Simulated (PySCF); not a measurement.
C9H12O.
SMILES with atom numbers: `[CH3:1][C@H:2]1[CH2:3][C:4](=[O:5])[CH:6]=[C:7]1[CH:8]1[CH2:9][CH2:10]1` (hydrogens: H11, H12, H13 on C1; H14 on C2; H15, H16 on C3; H17 on C6; H18 on C8; H19, H20 on C9; H21, H22 on C10)

Computed with PBE0-D3(BJ)/def2-SVP geometry optimisation, gas phase in PySCF 2.14.0.

Some entries are withheld. Bonds in one row agree within 0.01 Å.

```csv
coordinate,value
C1–C2,?
C2–C3,1.532 Å
C3–C4,?
C4=O5,1.209 Å
C4–C6,1.469 Å
C6=C7,1.351 Å
C7–C8,1.471 Å
C8–C9,1.515 Å
C9–C10,?
C2–C7,1.516 Å
C8–C10,?
"C1–H11, C1–H12, C1–H13",1.101 Å
C2–H14,1.105 Å
C3–H15,1.101 Å
C3–H16,1.101 Å
C6–H17,1.092 Å
C8–H18,1.094 Å
C9–H19,1.093 Å
C9–H20,1.093 Å
C10–H21,1.093 Å
C10–H22,1.093 Å
C1–C2–C3,113.5°
C1–C2–C7,111.9°
C3–C2–C7,104.0°
C2–C3–C4,106.0°
C3–C4–O5,125.6°
C3–C4–C6,106.9°
O5–C4–C6,127.4°
C4–C6–C7,110.8°
C6–C7–C8,127.8°
C2–C7–C6,?
C2–C7–C8,120.1°
C7–C8–C9,120.1°
C7–C8–C10,120.3°
C9–C8–C10,?
C8–C9–C10,?
C8–C10–C9,60.7°
```

Fill in the missing values.

- C1–C2 = 1.528 Å, drawn single (methyl carbon to allylic carbon); 0.01 Å above the sum of covalent radii, 1.52 Å.
- C3–C4 = 1.527 Å, drawn single (sp3 carbon next to a carbonyl to ketone carbonyl carbon); 0.04 Å above the sum of covalent radii, 1.49 Å.
- C9–C10 = 1.485 Å, drawn single (both ends three-membered-ring carbon); 0.03 Å below the sum of covalent radii, 1.52 Å.
- C8–C10 = 1.512 Å, drawn single (allylic carbon to three-membered-ring carbon); 0.01 Å below the sum of covalent radii, 1.52 Å.
- C2–C7–C6 = 112.1°, at the fully substituted alkene carbon, inside a 5-membered ring; the outer atoms are 2.379 Å apart.
- C9–C8–C10 = 58.8°, at the allylic carbon, inside a 3-membered ring; the outer atoms are 1.485 Å apart.
- C8–C9–C10 = 60.5°, at the three-membered-ring carbon, inside a 3-membered ring; the outer atoms are 1.512 Å apart.

Radii are Cordero's, carbon taken as 0.76, 0.73 or 0.69 Å for four, three, and two or fewer neighbours.

No PBE0-D3(BJ)/def2-SVP frequencies stand behind this structure, so it isn't proved a minimum. The numbers are those of one conformer (C6–C7–C8–C9 40°).

Time: 3.0 min wall; peak memory 0.89 GiB. Hardware: an Arm Neoverse V2 with one thread, shared host with 32 logical CPUs at a one-minute load of 16. That covers the optimisation of the geometry.
